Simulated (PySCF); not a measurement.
A GIAO shielding run with PySCF 2.14 (density fitting, non-relativistic, gas phase) on SMILES CC/C=P/N1CCCC1, C7H14NP:

```
$ OMP_NUM_THREADS=1 python probes_run.py task.json out

{"job": {"kind": "nmr", "xc": "PBE0", "basis": "pcSseg-1"}, "charge": 0, "multiplicity": 1}
C      3.782920    -0.607027     0.047972
C      3.080811     0.546720    -0.649149
C      1.616142     0.614542    -0.354628
P      0.816634    -0.521238     0.583565
N     -0.785339    -0.005307     0.585470
C     -1.799067    -0.763444     1.295819
C     -2.934625    -0.888042     0.286949
C     -2.910180     0.492909    -0.367370
C     -1.420176     0.858941    -0.394740
H      3.667480    -0.517990     1.126416
H      4.844440    -0.615029    -0.191371
H      3.345800    -1.554123    -0.262782
H      3.226629     0.461620    -1.733140
H      3.547368     1.492170    -0.347820
H      1.091525     1.441238    -0.814497
H     -1.398842    -1.720267     1.632415
H     -2.137593    -0.197045     2.173851
H     -2.696945    -1.660019    -0.446045
H     -3.890940    -1.119160     0.750703
H     -3.345497     0.493122    -1.364637
H     -3.458900     1.203804     0.251366
H     -1.263202     1.913079    -0.141788
H     -0.983195     0.677529    -1.383545
```

Hardware: 1 thread of an Arm Neoverse V2, shared host. The job also computes population analyses, field gradients, ring-centre shieldings.

Question: How large is the calculation?

Answer: 78 electrons, 230 basis functions and 1206 auxiliary functions.

Question: How long does it take, and how much memory does it need?

Answer: 40 s of wall time, with 14 SCF cycles and 5 response iterations; peak memory 1.1 GiB. Times on a shared host scatter by some tens of per cent.
